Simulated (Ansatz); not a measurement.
Basis-set extrapolation for C2H8Si2, SMILES `C1[SiH2]C[SiH2]1` (PBE0-D4/def2-TZVP geometry, frozen core, Ansatz). Multiplicity 1, RHF reference.

```
                      def2-TZVPP   def2-QZVPP
                 HF  -658.310652  -658.332338
    MP2 correlation    -0.595649    -0.635529
CCSD(T) correlation    -0.676428      not run
```

Energies in hartree. Use E(X) = E(∞) + A·exp(−7.88·√X) for Hartree–Fock and E(X) = E(∞) + B·X^(−2.97) for correlation, with X = 3 and 4, and add CCSD(T) minus MP2 of the smaller set to the MP2 limit.

Problem. What is the CCSD(T) energy at the basis-set limit?

Solution. HF limit: -658.332338 + (-0.021686) × 0.13774 = -658.33533. MP2 limit: -0.635529 + (-0.039880) × 0.74074 = -0.66507. Higher-order term: -0.676428 − (-0.595649) = -0.08078. Total: -659.08118 hartree, 2.56 eV below CCSD(T)/def2-TZVPP.
